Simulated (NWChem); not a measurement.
System: C3H2IN; SMILES C(=C/C#N)/I

Input file for NWChem:

```
start job
memory heap 200 mb stack 900 mb global 1100 mb
geometry units angstroms noautoz
  N      1.278954     2.942370     0.000000
  C      0.228259     2.416124     0.000000
  C     -1.063638     1.816971     0.000000
  C     -1.318226     0.486422     0.000000
  I      0.132825    -1.013592     0.000000
  H     -1.925474     2.507883     0.000000
  H     -2.350530     0.106436     0.000000
end
basis spherical
  N library def2-svp
  C library def2-svp
  I library def2-svp
  H library def2-svp
end
ecp
  I library def2-ecp
end
dft
  xc scan
  iterations 150
  mulliken
end
task dft gradient
```

Parts of the log:

```
             Northwest Computational Chemistry Package (NWChem) 7.3.0
             --------------------------------------------------------

 CS  symmetry detected

                             Geometry "geometry" -> ""
                             -------------------------

 Output coordinates in angstroms (scale by  1.889725989 to convert to a.u.)

  No.       Tag          Charge          X              Y              Z
 ---- ---------------- ---------- -------------- -------------- --------------
    1 N                    7.0000     1.22414212     2.99925377     0.00000000
    2 C                    6.0000     0.18605452     2.44855515     0.00000000
    3 C                    6.0000    -1.09146221     1.81932295     0.00000000
    4 C                    6.0000    -1.31483219     0.48317866     0.00000000
    5 I                   53.0000     0.17093658    -0.98245505     0.00000000
    6 H                    1.0000    -1.96923632     2.48986996     0.00000000
    7 H                    1.0000    -2.33795779     0.07913049     0.00000000

 Effective nuclear repulsion energy (a.u.)     331.4068820430

      Symmetry information
      --------------------

 Group name             Cs
 Group number              2
 Group order               2
 No. of unique centers     7

                                 NWChem DFT Module
                                 -----------------

 Summary of "ao basis" -> "ao basis" (spherical)
 ------------------------------------------------------------------------------
       Tag                 Description            Shells   Functions and Types
 ---------------- ------------------------------  ------  ---------------------
 N                          def2-svp                 6       14   3s2p1d
 C                          def2-svp                 6       14   3s2p1d
 I                          def2-svp                10       26   4s4p2d
 H                          def2-svp                 3        5   2s1p

      Symmetry analysis of basis
      --------------------------

        a'         66
        a"         26

            General Information
            -------------------
          SCF calculation type: DFT
          Wavefunction type:  closed shell.
          No. of atoms     :     7
          No. of electrons :    52
           Alpha electrons :    26
            Beta electrons :    26
          Charge           :     0
          Spin multiplicity:     1
          Use of symmetry is: on ; symmetry adaption is: on
          Maximum number of iterations: 150
          AO basis - number of functions:    92
                     number of shells:    40
          Convergence on energy requested:  1.00D-06
          Convergence on density requested:  1.00D-05
          Convergence on gradient requested:  5.00D-04

              XC Information
              --------------
                         SCAN Method XC Functional
                  SCAN metaGGA Exchange Functional  1.000
                        SCAN Correlation Potential  1.000

             Grid Information
             ----------------
          Grid used for XC integration:  medium
          Radial quadrature: Mura-Knowles
          Angular quadrature: Lebedev.
          Tag              B.-S. Rad. Rad. Pts. Rad. Cut. Ang. Pts.
          ---              ---------- --------- --------- ---------
          N                   0.65       49          12.0       434
          C                   0.70       49          10.0       434
          I                   1.40      123          11.0       590
          H                   0.35       45          11.0       434
          Grid pruning is: on
          Number of quadrature shells:   409
          Spatial weights used:  Erf1

      Superposition of Atomic Density Guess
      -------------------------------------

 Sum of atomic energies:        -515.24429108

      Non-variational initial energy
      ------------------------------

 Total energy =    -466.854629
 1-e energy   =   -1140.500209
 2-e energy   =     473.931248
 HOMO         =      -0.287968
 LUMO         =      -0.045921

      Symmetry analysis of molecular orbitals - initial
      -------------------------------------------------

  Numbering of irreducible representations:

     1 a'          2 a"

  Orbital symmetries:

     1 a'          2 a'          3 a'          4 a'          5 a'
     6 a'          7 a'          8 a"          9 a'         10 a'
    11 a"         12 a'         13 a"         14 a'         15 a'
    16 a'         17 a'         18 a'         19 a'         20 a'
    21 a"         22 a'         23 a'         24 a"         25 a'
    26 a"         27 a"         28 a'         29 a'         30 a'
    31 a"         32 a'         33 a'         34 a'         35 a'
    36 a'

     ---------------------------------------------
      Total Density - Mulliken Population Analysis
     ---------------------------------------------

    Atom       Charge   Shell Charges
 -----------   ------   -------------------------------------------------------
    1 N    7     7.57   1.99  1.13  0.58  2.37  1.47  0.03
    2 C    6     5.63   1.99  0.98  0.22  1.65  0.72  0.06
    3 C    6     6.14   1.99  0.95  0.22  1.95  1.00  0.03
    4 C    6     5.88   1.99  0.95  0.30  1.64  0.97  0.03
    5 I   25    25.05   1.83  0.22  1.23  0.66  2.93  3.12  2.56  2.47  9.82  0.21
    6 H    1     0.86   0.64  0.19  0.02
    7 H    1     0.88   0.66  0.19  0.02

   convergence    iter        energy       DeltaE   RMS-Dens  Diis-err
 ---------------- ----- ----------------- --------- --------- ---------
 d= 0,ls=0.0,diis     1   -467.6912228493 -6.67D+02  2.49D-02  8.29D-01
 d= 0,ls=0.0,diis     2   -466.9543339892  7.37D-01  2.01D-02  5.82D+00
 d= 0,ls=0.0,diis     3   -467.8058972485 -8.52D-01  2.62D-03  5.66D-02
 d= 0,ls=0.0,diis     4   -467.8105842334 -4.69D-03  1.66D-03  1.44D-02
 d= 0,ls=0.0,diis     5   -467.8120439283 -1.46D-03  5.87D-04  5.95D-03
  Resetting Diis
 d= 0,ls=0.0,diis     6   -467.8127855552 -7.42D-04  2.92D-04  2.77D-04
 d= 0,ls=0.0,diis     7   -467.8128262844 -4.07D-05  2.86D-04  9.30D-05
 d= 0,ls=0.0,diis     8   -467.8127740010  5.23D-05  1.92D-04  4.28D-04
 d= 0,ls=0.0,diis     9   -467.8128391698 -6.52D-05  2.81D-05  7.09D-06
 d= 0,ls=0.0,diis    10   -467.8128401444 -9.75D-07  6.87D-06  3.44D-07

         Total DFT energy =     -467.812840144378
      One electron energy =    -1142.914245628412
           Coulomb energy =      521.377660369119
    Exchange-Corr. energy =      -45.990586467649
 Nuclear repulsion energy =      199.714331582564

 Numeric. integr. density =       52.000001882266

                  Occupations of the irreducible representations
                  ----------------------------------------------

                     irrep           alpha         beta
                     --------     --------     --------
                     a'               20.0         20.0
                     a"                6.0          6.0

                       DFT Final Molecular Orbital Analysis
                       ------------------------------------

 Vector   24  Occ=2.000000D+00  E=-3.054521D-01  Symmetry=a"
              MO Center= -9.7D-03,  9.7D-01, -4.4D-16, r^2= 4.6D+00
   Bfn.  Coefficient  Atom+Function         Bfn.  Coefficient  Atom+Function
  ----- ------------  ---------------      ----- ------------  ---------------
    69      0.353918  5 I  pz                 6      0.308241  1 N  pz
    48      0.287194  4 C  pz                72      0.271294  5 I  pz
    20     -0.247193  2 C  pz                51      0.207022  4 C  pz
     9     -0.183776  1 N  pz                23     -0.147093  2 C  pz
    66     -0.142315  5 I  pz                63     -0.115310  5 I  pz

 Vector   25  Occ=2.000000D+00  E=-2.629810D-01  Symmetry=a'
              MO Center=  1.2D-01, -8.9D-01, -1.0D-17, r^2= 2.3D+00
   Bfn.  Coefficient  Atom+Function         Bfn.  Coefficient  Atom+Function
  ----- ------------  ---------------      ----- ------------  ---------------
    67      0.454989  5 I  px                68      0.431361  5 I  py
    70      0.383792  5 I  px                71      0.362591  5 I  py
    64     -0.181920  5 I  px                31     -0.177201  3 C  s
    65     -0.172388  5 I  py                61     -0.146820  5 I  px
    62     -0.139148  5 I  py                45      0.102163  4 C  s

 Vector   26  Occ=2.000000D+00  E=-2.494484D-01  Symmetry=a"
              MO Center= -8.2D-02,  1.9D-01,  6.1D-16, r^2= 4.5D+00
   Bfn.  Coefficient  Atom+Function         Bfn.  Coefficient  Atom+Function
  ----- ------------  ---------------      ----- ------------  ---------------
    69      0.495508  5 I  pz                72      0.437006  5 I  pz
    34     -0.282644  3 C  pz                37     -0.220612  3 C  pz
     6     -0.214426  1 N  pz                66     -0.197668  5 I  pz
    48     -0.193961  4 C  pz                63     -0.159355  5 I  pz
     9      0.141500  1 N  pz                51     -0.121411  4 C  pz

 Vector   27  Occ=0.000000D+00  E=-1.033354D-01  Symmetry=a"
              MO Center= -5.9D-01,  1.3D+00,  1.1D-15, r^2= 3.7D+00
   Bfn.  Coefficient  Atom+Function         Bfn.  Coefficient  Atom+Function
  ----- ------------  ---------------      ----- ------------  ---------------
    51      0.520056  4 C  pz                48      0.433480  4 C  pz
    37     -0.410621  3 C  pz                34     -0.328069  3 C  pz
     6     -0.293987  1 N  pz                 9      0.267906  1 N  pz
    72     -0.196921  5 I  pz                20     -0.168413  2 C  pz
    69     -0.148158  5 I  pz                23     -0.122110  2 C  pz

 Vector   28  Occ=0.000000D+00  E=-7.060441D-02  Symmetry=a'
              MO Center= -2.0D-01, -4.7D-01, -9.9D-16, r^2= 3.6D+00
   Bfn.  Coefficient  Atom+Function         Bfn.  Coefficient  Atom+Function
  ----- ------------  ---------------      ----- ------------  ---------------
    45      0.925587  4 C  s                 70      0.608458  5 I  px
    71     -0.598775  5 I  py                60     -0.459020  5 I  s
    49      0.362747  4 C  px                50     -0.320727  4 C  py
    67      0.298742  5 I  px                44      0.296023  4 C  s
    68     -0.292559  5 I  py                46      0.282238  4 C  px

 Vector   29  Occ=0.000000D+00  E=-1.521650D-02  Symmetry=a'
              MO Center=  1.0D-02,  2.3D+00, -6.4D-17, r^2= 3.5D+00
   Bfn.  Coefficient  Atom+Function         Bfn.  Coefficient  Atom+Function
  ----- ------------  ---------------      ----- ------------  ---------------
    84      0.550540  6 H  s                 45     -0.480964  4 C  s
    22     -0.450246  2 C  py                 8      0.407416  1 N  py
    36     -0.390496  3 C  py                19     -0.378269  2 C  py
     5     -0.375041  1 N  py                89      0.351123  7 H  s
     7     -0.225629  1 N  px                83      0.221118  6 H  s

     ---------------------------------------------
      Total Density - Mulliken Population Analysis
     ---------------------------------------------

    Atom       Charge   Shell Charges
 -----------   ------   -------------------------------------------------------
    1 N    7     7.03   1.99  1.10  0.57  2.19  1.17  0.03
    2 C    6     6.06   1.99  0.96  0.18  2.02  0.87  0.05
    3 C    6     6.05   1.99  0.91  0.21  2.08  0.83  0.04
    4 C    6     6.19   1.99  0.94  0.30  1.96  0.97  0.03
    5 I   25    24.88   1.83  0.22  1.35  0.57  2.94  3.12  2.63  2.18  9.78  0.26
    6 H    1     0.90   0.72  0.15  0.03
    7 H    1     0.89   0.73  0.14  0.03

     -------------------------------------------
      Total Density - Lowdin Population Analysis
     -------------------------------------------

    Atom       Charge   Shell Charges
 -----------   ------   -------------------------------------------------------
    1 N    7     7.06   1.98  0.87  0.60  2.05  1.51  0.05
    2 C    6     6.03   1.97  0.65  0.30  1.85  1.16  0.11
    3 C    6     6.09   1.97  0.60  0.31  1.89  1.23  0.09
    4 C    6     6.14   1.97  0.66  0.35  1.78  1.31  0.07
    5 I   25    24.80   1.25  0.73  1.06  0.79  2.77  3.19  2.51  2.43  9.47  0.59
    6 H    1     0.93   0.62  0.24  0.07
    7 H    1     0.95   0.63  0.25  0.07

     Multipole analysis of the density
     ---------------------------------

     L   x y z        total         alpha         beta         nuclear
     -   - - -        -----         -----         ----         -------
     0   0 0 0     -0.000000    -26.000000    -26.000000     52.000000

     1   1 0 0     -1.306873      3.868890      3.868890     -9.044652
     1   0 1 0     -0.689685    -26.336834    -26.336834     51.983983
     1   0 0 1     -0.000000     -0.000000     -0.000000      0.000000

     2   2 0 0    -34.721406    -85.732706    -85.732706    136.744006
     2   1 1 0     -7.239391     -9.728480     -9.728480     12.217570
     2   1 0 1      0.000000      0.000000      0.000000      0.000000
     2   0 2 0    -40.269649   -288.924807   -288.924807    537.579964
     2   0 1 1     -0.000000     -0.000000     -0.000000      0.000000
     2   0 0 2    -37.678934    -18.839467    -18.839467      0.000000

            General Information
            -------------------
          SCF calculation type: DFT
          Wavefunction type:  closed shell.
          No. of atoms     :     7
          No. of electrons :    52
           Alpha electrons :    26
            Beta electrons :    26
          Charge           :     0
          Spin multiplicity:     1
          Use of symmetry is: on ; symmetry adaption is: on
          Maximum number of iterations: 150
          AO basis - number of functions:    92
                     number of shells:    40
          Convergence on energy requested:  1.00D-06
          Convergence on density requested:  1.00D-05
          Convergence on gradient requested:  5.00D-04

              XC Information
              --------------
                         SCAN Method XC Functional
                  SCAN metaGGA Exchange Functional  1.000
                        SCAN Correlation Potential  1.000

             Grid Information
             ----------------
          Grid used for XC integration:  medium
          Radial quadrature: Mura-Knowles
          Angular quadrature: Lebedev.
          Tag              B.-S. Rad. Rad. Pts. Rad. Cut. Ang. Pts.
          ---              ---------- --------- --------- ---------
          N                   0.65       49          12.0       434
          C                   0.70       49          10.0       434
          I                   1.40      123          11.0       590
          H                   0.35       45          11.0       434
          Grid pruning is: on
          Number of quadrature shells:   409
          Spatial weights used:  Erf1

[...]

                         DFT ENERGY GRADIENTS

    atom               coordinates                        gradient
                 x          y          z           x          y          z
   1 N       2.313293   5.667768   0.000000    0.018436   0.009602   0.000000
   2 C       0.351592   4.627098   0.000000   -0.015698  -0.007468   0.000000
   3 C      -2.062565   3.438022   0.000000    0.003754   0.005012   0.000000
   4 C      -2.484673   0.913075   0.000000    0.000544  -0.005105   0.000000
   5 I       0.323023  -1.856571   0.000000    0.001639  -0.002470   0.000000
   6 H      -3.721317   4.705172   0.000000   -0.004170   0.002680   0.000000
   7 H      -4.418100   0.149535   0.000000   -0.004505  -0.002252   0.000000
```

Level: SCAN/def2-SVP with def2 effective core potentials on I. Structure relaxed at the PBE-D3(BJ)/def2-SVP level. def2 effective core potentials on I; no spin-orbit coupling.
